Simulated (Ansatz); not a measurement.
`B[SiH](O)OC` + `O[Si](F)(F)[SiH3]` → `B[SiH](O)[SiH3]` + `CO[Si](O)(F)F`  (redistribution)

Calculated with Ansatz (gas phase, PBE0-D4/def2-TZVP geometries, no zero-point term in ΔE). CBS: MP2 limit from def2 TZ/QZ plus the TZ coupled-cluster correction, frozen cores. This one scheme is used for every species. Each species was taken in one conformer, which may not be the lowest.

| species | HF/def2-QZVPP energy (Eh) |
| --- | --- |
| `B[SiH](O)OC` | -505.46520 |
| `O[Si](F)(F)[SiH3]` | -854.31601 |
| `B[SiH](O)[SiH3]` | -681.58030 |
| `CO[Si](O)(F)F` | -678.20751 |

Q: Work out ΔE.

A: ΔE = (-681.58030) + (-678.20751) − (-505.46520) − (-854.31601) = -0.00660 Eh = -17.3 kJ/mol. CCSD(T)/CBS gives -16.4 kJ/mol.

Largest T1 diagnostic among the species: 0.014.

From PBE to PBE0 (25 % exact exchange), in def2-TZVPP and without D4, ΔE moves by −3.4 kJ/mol.
